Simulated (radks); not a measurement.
Question: The mean radii <r> (bohr) of the occupied orbitals of an atom or ion are listed with their occupations. Calculated with a radial shooting solver on a logarithmic mesh with Libxc functionals: Dirac Kohn-Sham, PW91, spin-unpolarised, spherical densities, point nucleus.

| orbital | occ. | <r> |
|---|---|---|
| 1s1/2 | 2 | 0.01803 |
| 2s1/2 | 2 | 0.07557 |
| 2p1/2 | 2 | 0.06246 |
| 2p3/2 | 4 | 0.07053 |
| 3s1/2 | 2 | 0.1969 |
| 3p1/2 | 2 | 0.1869 |
| 3p3/2 | 4 | 0.2019 |
| 3d3/2 | 4 | 0.1765 |
| 3d5/2 | 6 | 0.1811 |
| 4s1/2 | 2 | 0.4404 |
| 4p1/2 | 2 | 0.4450 |
| 4p3/2 | 4 | 0.4783 |
| 4d3/2 | 4 | 0.4931 |
| 4d5/2 | 6 | 0.5044 |
| 5s1/2 | 1 | 1.019 |
| 5p1/2 | 2 | 1.104 |
| 4f5/2 | 6 | 0.5699 |
| 4f7/2 | 8 | 0.5781 |
| 5p3/2 | 4 | 1.191 |
| 5d3/2 | 3 | 1.508 |
| 5f5/2 | 1 | 3.038 |

Name the element and its charge. Open shells, if any, fill j = l - 1/2 first.

Answer: Z = 75, rhenium, charge +4: Re4+ in [Kr] 4d10 4f14 5s1 5p6 5d3 5f1. The 1s radius gives Z: for a bare nucleus <r> = (2 gamma + 1)/(2Z) with gamma = sqrt(1 - (Z/c)^2), 0.01783 bohr for Z = 75, and screening makes it slightly larger (0.01803 here). The occupations add up to 71, and the charge is Z minus that.
